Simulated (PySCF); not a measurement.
C₄H₄N, SMILES C1=C[N]C=C1 (connectivity only; charge and spin as stated), charge -1, multiplicity 1.

Geometry: B3LYP-D3(BJ)/def2-SVPD. The multiplicity is an assumed one; other spin states were not compared. The isomer is the one that the SMILES or the coordinates give; other isomers of the formula were not compared.

Computed with PBE/def2-SVPD (PySCF).

 A positive occupied level means that this level leaves the electron formally unbound; only the finite basis holds it.

```
Quantity                                                           Value
------------------------------------------------  ----------------------
total energy                                          -209.18410 hartree
point group                                                          C2v
highest occupied level                                           0.76 eV
lowest empty level                                               4.78 eV
orbital gap                                                      4.02 eV
dipole moment about the centre of nuclear charge               0.349 e·Å
mean static polarisability                          65.4 bohr³ (9.69 Å³)
polarisability, principal values                  45.6, 73.2, 77.2 bohr³
```
